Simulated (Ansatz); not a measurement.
Reaction (substitution at a C–F bond): `N/C(F)=[CH]/[GeH3]` + HCl → `N/C(Cl)=[CH]/[GeH3]` + H–F

Computed with Ansatz on PBE0-D4/def2-TZVP structures; ΔE is electronic, products minus reactants. CCSD(T)/CBS is the MP2 limit (def2-TZVPP, def2-QZVPP) plus CCSD(T) − MP2 in def2-TZVPP, frozen cores. This one scheme is used for every species. Double bonds are as drawn, so ΔE can hold a change between cis and trans. For Ge outer-core shells are correlated without core-valence functions, which leaves a few kJ/mol of doubt a bond. Scalar relativity is left out up to krypton. One conformer a species, not always the lowest.

`N/C(F)=[CH]/[GeH3]`:

```xyz
11

N    -0.089    0.767   -2.133
C     0.215    0.407   -0.848
F     1.497    0.704   -0.589
C    -0.533   -0.202    0.069
Ge    0.156   -0.778    1.771
H    -1.070    0.761   -2.359
H     0.406    1.574   -2.478
H    -1.569   -0.394   -0.183
H    -0.924   -1.638    2.449
H     0.476    0.415    2.692
H     1.436   -1.616    1.610
```

HCl:

Cartesian coordinates in Å:
```
Cl 0.507 0.097 0.377
H -0.507 -0.097 -0.377
```

`N/C(Cl)=[CH]/[GeH3]`:

Cartesian coordinates in Å:
```
N 0.117 -1.142 -1.966
C -0.148 -0.279 -0.930
Cl -1.202 1.008 -1.429
C 0.350 -0.314 0.307
Ge 0.045 1.019 1.663
H 0.547 -2.011 -1.692
H -0.615 -1.246 -2.651
H 0.990 -1.160 0.547
H 0.836 0.600 2.914
H -1.447 1.118 2.028
H 0.527 2.408 1.209
```

H–F:

```xyz
2

F     0.038    0.084   -0.451
H    -0.038   -0.084    0.451
```

| species | CCSD/CBS(def2) energy (Eh) |
| --- | --- |
| `N/C(F)=[CH]/[GeH3]` | -2310.24737 |
| HCl | -460.37334 |
| `N/C(Cl)=[CH]/[GeH3]` | -2670.23302 |
| H–F | -100.38944 |

(1) Work out ΔE.

Largest T1 diagnostic among the species: 0.012.

Answers

(1) ΔE = (-2670.23302) + (-100.38944) − (-2310.24737) − (-460.37334) = -0.00175 Eh = -1.1 kcal/mol. CCSD(T)/CBS gives -2.3 kcal/mol.

The D4 term adds −2.1 kcal/mol with B3LYP and −1.1 kcal/mol with PBE0; it sums over pairs of atoms, weighted by their polarisabilities, and B3LYP, whose exchange is more repulsive, gets the larger term. In def2-TZVPP, CCSD(T) changes the Hartree–Fock value by −6.7 kcal/mol (the triples alone add −1.2 kcal/mol) and MP2 by −9.8 kcal/mol.

B3LYP here is the variant with VWN-RPA as its local correlation; programs differ in this.
